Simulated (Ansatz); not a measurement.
Geometry optimisation, RKS PBE/6-31G (Ansatz).

Input:

```yaml
crystal:
  periodic: [false, false, false]
  atoms:
    - { symbol: F, position_ang: [1.15351, -0.30205, 0.92887] }
    - { symbol: Si, position_ang: [0.16297, -0.67669, -0.34737] }
    - { symbol: Cl, position_ang: [-1.70772, -0.30017, 0.75579] }
    - { symbol: Cl, position_ang: [0.39124, 1.27891, -1.33729] }
total_charge: -1
basis:
  gaussian: { orbitals: "6-31G" }
hamiltonian:
  xc: pbe
relax:
  f_tol: 0.02
  max_steps: 40
scf:
  lower_state_search: "off"
```

Launched with:

```bash
$ ansatz run input.yaml --threads 1 --pin off --max-ram 2048MiB --backend cpu --events-out ev --progress --plain --runs-dir out
```

Problem. Where does it end, and by what steps?

Solution. The forces met the threshold. Limits of this set-up: no polarisation functions, an anion without diffuse functions, the dipole of an ion depends on the origin. After 5 steps the energy has fallen by 0.475 eV; Cl4 moved furthest, 0.18 Å.

| step | energy less start (eV) | largest force component (eV/Å) | accepted |
| --- | --- | --- | --- |
| 0 | 0.0000 | 2.350 | yes |
| 1 | -0.3827 | 1.181 | yes |
| 2 | -0.3297 | 1.171 | no |
| 3 | -0.4736 | 0.114 | yes |
| 4 | -0.4745 | 0.066 | yes |
| 5 | -0.4747 | 0.009 | yes |

```xyz
4
Properties=species:S:1:pos:R:3
F 1.280 -0.367 1.007
Si 0.192 -0.699 -0.334
Cl -1.878 -0.325 0.802
Cl 0.405 1.392 -1.474
```

Whether the end is a true minimum wasn't checked by a vibrational analysis.

Run time: 7.2 s on 1 thread of Arm Neoverse V2, with other jobs on the host, peak memory 0.1 GiB.
